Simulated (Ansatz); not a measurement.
C$_{2}$H$_{6}$FNSSi (`CN1C[Si]1(F)S`), relaxed with RKS PBE0-D4/def2-TZVP in Ansatz 0.2.0 from a PBE-D4/def2-SVP geometry. The force threshold is 0.005 eV/Å; the program also tests the step.

The species carries charge 0 and has multiplicity 1.

Start:

```xyz
12

C    -0.290    1.280    1.183
N    -0.065    0.266    0.196
C    -0.964   -0.898   -0.123
Si    0.409   -0.412   -1.269
F     0.066    0.283   -2.711
S     2.350   -1.241   -1.583
H    -1.258    1.815    1.028
H     0.523    2.032    1.143
H    -0.306    0.853    2.213
H    -0.918   -1.759    0.580
H    -2.016   -0.643   -0.389
H     2.470   -1.576   -0.268
```

By how much does the energy fall, and how many steps does the optimiser take? (Estimate.)

The calculation gave: 10.12 kJ/mol, in 15 steps, 4 of them rejected.

Which bonds change most? (Estimate.)

Ansatz gave: Si4–F5 from 1.637 to 1.591 Å; N2–Si4 from 1.682 to 1.645 Å; C3–Si4 from 1.853 to 1.823 Å; Si4–S6 from 2.134 to 2.108 Å.

Give the relaxed structure. (An estimate is asked.)

Computed: 
```xyz
12

C    -0.286    1.272    1.176
N    -0.092    0.312    0.141
C    -0.953   -0.882   -0.145
Si    0.398   -0.389   -1.265
F     0.090    0.250   -2.688
S     2.310   -1.233   -1.534
H    -1.260    1.771    1.090
H     0.491    2.036    1.121
H    -0.234    0.804    2.167
H    -0.871   -1.702    0.573
H    -1.993   -0.659   -0.399
H     2.400   -1.579   -0.238
```
